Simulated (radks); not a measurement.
Results of a calculation; reference values are marked as such.
Q: All-electron atom: Pt2+ in [Kr] 4d10 4f14 5s2 5p5.75 5d8 5f0.25 (fractional occupations, a model configuration). Level of theory: scalar-relativistic Kohn-Sham, LDA (Slater exchange, Perdew-Zunger correlation), spin-polarised, spherical densities, point nucleus; open shells are filled with parallel spins first (spin-orbit coupling, left out, can overturn this in heavy ions) (a radial shooting solver on a logarithmic mesh with Libxc functionals). Some entries of the table are withheld. Estimate them.

orbital,occ.,eigenvalue (eV),<r^2> (bohr^2)
1s up,1,-78400.03,0.0004064
1s down,1,-78399.99,0.0004064
2s up,1,-13794.01,0.006206
2s down,1,-13793.85,0.006206
2p up,3,-11961.28,0.005204
2p down,3,-11961.13,0.005204
3s up,1,-3258.196,0.04009
3s down,1,-3258.102,0.04009
3p up,3,-2724.620,0.04110
3p down,3,-2724.521,0.04110
3d up,5,-2145.354,0.03403
3d down,5,-2145.223,0.03403
4s up,1,-718.4529,0.1947
4s down,1,-718.2692,0.1947
4p up,3,-543.4292,0.2223
4p down,3,-543.2413,0.2223
4d up,5,-330.9424,0.2538
4d down,5,-330.7203,0.2536
5s up,1,-126.4360,1.012
5s down,1,-125.3125,1.009
4f up,7,-94.6749,0.3246
4f down,7,-94.3618,0.3230
5p up,3,-80.3288,1.359
5p down,2.75,-79.0378,1.356
5d up,5,-28.9157,2.726
5d down,3,-27.6155,2.776
6s up,0,(1),6.592
6s down,0,(2),6.739
6p up,0,-15.9383,(3)
6p down,0,-15.4017,(4)
5f up,0.25,-5.2673,43.57
5f down,0,-4.9721,46.73

A: 
(1) 6s up eigenvalue (eV): -24.2854
(2) 6s down eigenvalue (eV): -23.5116
(3) 6p up <r^2> (bohr^2): 10.56
(4) 6p down <r^2> (bohr^2): 10.82
